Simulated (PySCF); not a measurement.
C₃H₅FSe.
SMILES with atom numbers: `[CH3:1][Se:2]/[CH:3]=[CH:4]/[F:5]` (hydrogens: H6, H7, H8 on C1; H9 on C3; H10 on C4)

Level of theory: PBE0-D3(BJ)/def2-SVP geometry optimisation, gas phase in PySCF 2.14.0.

(1) Give the optimised bond lengths and angles.

Results:

(1) 
| bond | length (Å) | order |
| --- | --- | --- |
| C1–Se2 | 1.946 | single |
| Se2–C3 | 1.892 | single |
| C3=C4 | 1.332 | double |
| C4–F5 | 1.328 | single |
| C1–H6, C1–H7, C1–H8 | 1.098 | single |
| C3–H9 | 1.095 | single |
| C4–H10 | 1.095 | single |

Bonds in one row agree within 0.01 Å and their mean is given. Orders are formal, as drawn. A selection of angles:
| angle | degrees |
| --- | --- |
| Se2–C1–H6 | 106.8 |
| Se2–C1–H7 | 110.5 |
| Se2–C1–H8 | 110.4 |
| H6–C1–H7 | 109.6 |
| C1–Se2–C3 | 97.9 |
| Se2–C3–C4 | 120.5 |
| Se2–C3–H9 | 119.4 |
| C4–C3–H9 | 120.0 |
| C3–C4–F5 | 122.3 |
| C3–C4–H10 | 124.5 |
| F5–C4–H10 | 113.1 |

Dihedral angles: C1–Se2–C3–C4 120° (anticlinal); Se2–C3–C4–F5 174° (antiperiplanar). The mirror-image conformer, all signs reversed, is as good.

The C–Se distances run from 1.892 Å (Se2–C3, drawn single) to 1.946 Å (C1–Se2, drawn single), a spread of 0.054 Å.

Point group: C1 (no symmetry element, even within 0.4 Å). No PBE0-D3(BJ)/def2-SVP frequencies stand behind this structure, so it isn't proved a minimum. One conformer, not necessarily the lowest.
